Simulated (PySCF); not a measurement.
Heteronuclear NMR

Bonds (- single, = double, # triple, : aromatic): C1-C2, C2=C3, C3-C4, C4-C5, C5-Si6, C4=C7, C7-O8, O8-C9, C9=O10, C9-C2. C1 carries H11, H12, H13; C3 carries H14; C5 carries H15, H16; Si6 carries H17, H18, H19; C7 carries H20.

In vacuum, averaged over atoms made equivalent by symmetry, fast rotation or ring inversion, single conformer, no relativistic terms. σ from GIAO-PBE0/pcSseg-1; geometry: GFN2-xTB; PySCF 2.14.

Question: Predict the 29Si NMR data.

Answer: 
```json
{"atoms": "Si6", "environment": "silicon bonded to C, 3 H", "σ (ppm)": "413.8", "δ (ppm)": "-60.1"}
```

Shieldings were converted by a linear fit to measured shifts: 29Si (scatter 8.9 ppm rms, 25.8 ppm with the 6 outliers that the fit left out vs TMS, solution or neat liquid). Occasional misses reach two or three times the rms, and more in compound classes unlike the fitted ones.

On a 600 MHz spectrometer 29Si resonates near 119.2 MHz, so 1 ppm is 119.2 Hz.

Question: Where does 17O resonate?

Answer: 
```
atoms      environment  σ (ppm)  δ (ppm)
  O10  carbonyl oxygen    -82.2    341.5
   O8      ring oxygen     38.9    231.3
```

Shieldings were converted by a linear fit to measured shifts: 17O: δ = 266.70 − 0.911σ (rms 10.7 ppm, 155 shifts, 12.2 ppm with the 3 outliers that the fit left out vs liquid water, solution or neat liquid). A few per cent of atoms miss by over 2 rms, more outside the fitted compound classes.

On a 400 MHz spectrometer 17O resonates near 54.2 MHz, so 1 ppm is 54.2 Hz.
